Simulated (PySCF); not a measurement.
**`C(C(C)=O)C(Cl)(Cl)Cl`, C₄H₅Cl₃O**

Cartesian coordinates in Å; atom numbers follow the order of the lines, from 1:
```xyz
13

C    -2.028   -0.108   -0.019
C    -0.664    0.362   -0.444
O    -0.467    1.059   -1.398
C     0.449   -0.157    0.472
C     1.847    0.054   -0.078
Cl    2.220    1.778   -0.251
Cl    3.036   -0.663    1.048
Cl    2.026   -0.746   -1.654
H    -2.141   -0.066    1.061
H    -2.151   -1.143   -0.335
H    -2.794    0.493   -0.501
H     0.369    0.363    1.430
H     0.295   -1.223    0.650
```

Method: GIAO HF/pcSseg-1 magnetisability, rotational g tensor and spin-rotation constants, non-relativistic, gas phase in PySCF 2.14.0. Geometry: GFN2-xTB.

Give the nuclear spin-rotation constants along the inertial axes (H = +C I·J) beside the isotropic shieldings.

Rotational constants 1.6380, 0.8442, 0.8193 GHz. A star marks the isotopologue with that one atom substituted, in its own axes.
| atom | isotope | Caa (kHz) | Cbb (kHz) | Ccc (kHz) | mean (kHz) | σ (ppm) |
| --- | --- | --- | --- | --- | --- | --- |
| Cl6 | 35Cl | 0.805 | 0.133 | 0.303 | 0.413 | 574.2 |
| Cl7 | 35Cl | 0.407 | 0.305 | 0.345 | 0.353 | 566.4 |
| Cl8 | 35Cl | 0.793 | 0.356 | 0.074 | 0.408 | 586.6 |
| H9 | 1H | -0.186 | -0.074 | -0.001 | -0.087 | 30.1 |
| H10 | 1H | -0.177 | -0.034 | -0.046 | -0.085 | 30.1 |
| H11 | 1H | 0.008 | -0.067 | -0.098 | -0.052 | 29.8 |
| H12 | 1H | -0.177 | -0.111 | 0.037 | -0.084 | 29.2 |
| H13 | 1H | -0.183 | 0.033 | -0.096 | -0.082 | 29.0 |
| C1 | 13C* | 0.194 | 0.135 | 0.134 | 0.154 | 163.7 |
| C2 | 13C* | 0.954 | 0.337 | 0.198 | 0.496 | -8.1 |
| O3 | 17O* | -1.175 | -0.773 | -0.162 | -0.703 | -347.3 |
| C4 | 13C* | 0.265 | 0.184 | 0.167 | 0.205 | 133.1 |
| C5 | 13C* | 0.425 | 0.204 | 0.199 | 0.276 | 95.3 |

For the geometry as given, no vibrational averaging.

How do the rotational constants and the g tensor change when H9, H10, H11, H12, H13 are replaced by deuterium?

Constants 1.5643, 0.7878, 0.7602 GHz; g -0.0217, -0.0121, -0.0072, against -0.0219, -0.0123, -0.0084 before.
